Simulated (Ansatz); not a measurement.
Two isomers of C2H5GeNO: A = `N=[C]1[CH2][GeH]1[OH]`, B = `NC1=[CH][GeH2][O]1`.

Calculated with Ansatz (gas phase, PBE0-D4/def2-TZVP geometries, no zero-point term in ΔE). CBS: MP2 limit from def2 TZ/QZ plus the TZ coupled-cluster correction, frozen cores. Functionals use def2-TZVPP. B3LYP here is the variant with VWN-RPA as its local correlation; programs differ in this. For Ge outer-core shells are correlated without core-valence functions, which leaves a few kJ/mol of doubt a bond. Scalar relativity is left out up to krypton. One conformer a species, not always the lowest.

Which isomer does CCSD(T)/CBS put lower? Give the gap. (An estimate is asked.)

The calculation gave: B, by 21.0 kcal/mol.

Give E(B) − E(A) in kcal/mol with B2PLYP, B3LYP-D4, CCSD/def2-TZVPP, ωB97M-V, HF/def2-TZVPP, r2SCAN-D4, MP2/def2-TZVPP. (Best estimate.)

Ansatz gave: B2PLYP -21.9, B3LYP-D4 -22.0, CCSD/def2-TZVPP -22.1, ωB97M-V -23.9, HF/def2-TZVPP -28.5, r2SCAN-D4 -23.2, MP2/def2-TZVPP -22.1. None reverses the order clearly.

Largest T1 diagnostic: 0.014.

From PBE to PBE0 (25 % exact exchange), in def2-TZVPP and without D4, E(B) − E(A) moves by −3.5 kcal/mol. In def2-TZVPP, CCSD(T) changes the Hartree–Fock value by +7.3 kcal/mol (the triples alone add +1.0 kcal/mol) and MP2 by +6.3 kcal/mol.
